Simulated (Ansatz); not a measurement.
Two members of one family (GaSb nanocrystals, H-capped) that differ in charge, which shifts all levels, computed with Ansatz in the gas phase; def2 core potentials for Sb, no spin–orbit coupling. Levels of anions in sets without diffuse functions are rough. The structures are stationary points that may keep the symmetry of their start.

First: Ga6Sb5H18⁻, cut from wurtzite (singlet, charge -1, PBE-D4/def2-SVP geometry).

```xyz
29

Ga   -3.249    0.670    0.329
Sb   -1.035    1.910    1.255
Sb   -0.670   -2.168    2.192
Ga    0.346    0.248    2.794
Ga    0.646    3.252   -0.380
Sb    2.737    0.088    1.570
Sb   -2.096   -0.990   -1.447
Ga   -1.033   -3.172   -0.332
Ga   -0.702    0.108   -3.475
Sb    1.285    1.253   -2.063
Ga    3.139   -0.410   -1.092
H    -3.857   -0.180    1.530
H    -4.131    1.746   -0.435
H    -1.566    3.038    2.451
H    -2.157   -2.199    3.051
H     0.123   -3.297    3.234
H     0.471    0.488    4.358
H    -0.200    4.354   -1.150
H     1.925    3.654    0.477
H     3.510    1.557    2.015
H     3.727   -0.908    2.577
H    -3.476   -1.686   -2.215
H    -2.094   -4.340   -0.144
H     0.455   -3.463   -0.788
H    -1.588    1.260   -4.117
H    -0.092   -1.056   -4.366
H     2.220    2.087   -3.250
H     2.743   -1.939   -1.206
H     4.619    0.094   -1.372
```

```csv
level,HOMO (eV),LUMO (eV),gap (eV)
PBE-D4/def2-SVP,-2.92,0.83,3.76
PBE-D4/def2-TZVP,-3.00,0.70,3.70
r2SCAN-D4/def2-TZVP,-3.23,0.81,4.04
PBE0-D4/def2-SVP,-3.84,1.49,5.33
PBE0-D4/def2-TZVP,-3.87,1.38,5.25
```

Second: Ga6Sb6H18, cut from wurtzite (singlet, charge 0, PBE-D4/def2-SVP geometry).

Cartesian coordinates in Å:
```
Sb 2.140 -1.443 -1.695
Ga -0.100 -0.519 -2.904
Ga -1.154 -3.367 0.178
Sb -2.069 -1.320 -1.333
Sb 0.254 2.088 -2.261
Ga -3.418 0.871 -0.503
Ga 2.509 -1.208 0.976
Sb 0.188 -1.916 2.023
Sb 2.485 1.498 1.057
Ga 0.304 2.919 0.314
Ga -0.739 0.164 3.481
Sb -1.720 1.655 1.450
H 2.378 -3.078 -2.147
H 3.517 -0.809 -2.509
H -0.036 -0.734 -4.465
H -0.050 -4.099 -0.693
H -2.375 -4.083 0.873
H -3.066 -2.045 -2.534
H 1.658 2.675 -3.065
H -0.879 3.033 -3.130
H -3.276 1.943 -1.665
H -4.782 0.424 0.148
H 3.914 -1.779 1.410
H 0.770 -3.058 3.171
H 3.857 2.094 0.205
H 2.979 2.011 2.613
H 0.575 4.470 0.408
H -1.933 -0.329 4.385
H 0.543 0.934 4.013
H -2.474 3.009 2.197
```

Question: What does the change do? Estimate second minus first.

Answer: 
| level | Δ HOMO (eV) | Δ LUMO (eV) | Δ gap (eV) |
| --- | --- | --- | --- |
| PBE-D4/def2-SVP | -3.07 | -3.43 | -0.37 |
| PBE-D4/def2-TZVP | -3.05 | -3.37 | -0.33 |
| r2SCAN-D4/def2-TZVP | -3.05 | -3.38 | -0.33 |
| PBE0-D4/def2-SVP | -3.08 | -3.46 | -0.38 |
| PBE0-D4/def2-TZVP | -3.04 | -3.38 | -0.33 |
